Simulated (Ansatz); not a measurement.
Cost and result up the ladder for N-butylpyridinium bromide, `CCCC[n+]1ccccc1.[Br-]` (25 atoms). Charge 0, multiplicity 1. Geometry: r2SCAN-D4/def2-SVP.

```xyz
25

C     1.7979    2.5562   -2.2525
C     0.4314    1.9950   -1.8771
C     0.5051    1.0031   -0.7185
C    -0.8753    0.4695   -0.3459
N    -0.8340   -0.5834    0.6790
C    -1.0392   -1.8900    0.3080
C    -1.0903   -2.8712    1.3400
C    -0.7170   -2.5492    2.6206
C    -0.3216   -1.2169    2.9224
C    -0.3940   -0.2699    1.9347
H     2.2560    3.0935   -1.4059
H     1.7269    3.2605   -3.0954
H     2.4884    1.7493   -2.5449
H    -0.2568    2.8227   -1.6194
H    -0.0148    1.4899   -2.7534
H     0.9663    1.4923    0.1590
H     1.1434    0.1433   -0.9846
H    -1.5297    1.2793    0.0218
H    -1.3561    0.0295   -1.2318
H    -1.5904   -2.0291   -0.6194
H    -1.3748   -3.8863    1.0575
H    -0.7233   -3.3095    3.4059
H     0.0095   -0.9300    3.9216
H    -0.1427    0.7800    2.0989
Br    0.9351   -2.6285   -1.0207
```

Ansatz on 4 threads of Arm Neoverse V1 on a shared host. Times are rough, and most runs start from the orbitals of an earlier one. r2SCAN0-D4/def2-TZVP serves as the yardstick here, not as an exact answer. Differences are given only for rows in sets of like size (and for xTB, whose basis is part of the method), since another set adds its own error. Binding counts from free atoms at the same level (C triplet, N quartet, H doublet, Br doublet; other spins of the atoms weren't run), without zero-point energy or a counterpoise term.

The 6-31G sets use Cartesian d functions. B3LYP takes the VWN-RPA correlation. Correlated methods freeze 19 core orbitals; core or outer-core shells of Br are correlated, in sets that lack core-valence functions. The rows differ in basis, and correlated rows in double-zeta sets carry the largest basis error.

Run but left out: HF/6-31G (restricted singlet, unstable in another Hartree–Fock run and untested here).

Correlated methods converge slowly with the basis, most of all in double-zeta sets.

```json
{"level": "B3LYP-D4/6-31G", "functions": "147", "wall time": "4.9 s", "binding energy per atom (eV)": "4.29", "difference from r2SCAN0-D4/def2-TZVP (eV)": "–", "remarks": "–"}
{"level": "PBE-D4/def2-SVP", "functions": "242", "wall time": "5.5 s", "binding energy per atom (eV)": "4.54", "difference from r2SCAN0-D4/def2-TZVP (eV)": "–", "remarks": "–"}
{"level": "PBE0-D4/def2-SVP", "functions": "242", "wall time": "11 s", "binding energy per atom (eV)": "4.46", "difference from r2SCAN0-D4/def2-TZVP (eV)": "–", "remarks": "–"}
{"level": "MP2/def2-SVP", "functions": "242", "wall time": "12 s", "binding energy per atom (eV)": "4.24", "difference from r2SCAN0-D4/def2-TZVP (eV)": "–", "remarks": "restricted SCF unstable"}
{"level": "PBE-D4/def2-TZVP", "functions": "442", "wall time": "12 s", "binding energy per atom (eV)": "4.49", "difference from r2SCAN0-D4/def2-TZVP (eV)": "0.18", "remarks": "–"}
{"level": "r2SCAN-D4/def2-TZVP (with forces)", "functions": "442", "wall time": "25 s", "binding energy per atom (eV)": "4.37", "difference from r2SCAN0-D4/def2-TZVP (eV)": "0.06", "remarks": "–"}
{"level": "r2SCAN0-D4/def2-TZVP", "functions": "442", "wall time": "33 s", "binding energy per atom (eV)": "4.31", "difference from r2SCAN0-D4/def2-TZVP (eV)": "0.00", "remarks": "–"}
{"level": "r2SCANh-D4/def2-TZVP", "functions": "442", "wall time": "36 s", "binding energy per atom (eV)": "4.35", "difference from r2SCAN0-D4/def2-TZVP (eV)": "0.04", "remarks": "–"}
{"level": "PBE0-D4/def2-TZVP (with forces)", "functions": "442", "wall time": "41 s", "binding energy per atom (eV)": "4.41", "difference from r2SCAN0-D4/def2-TZVP (eV)": "0.10", "remarks": "–"}
```
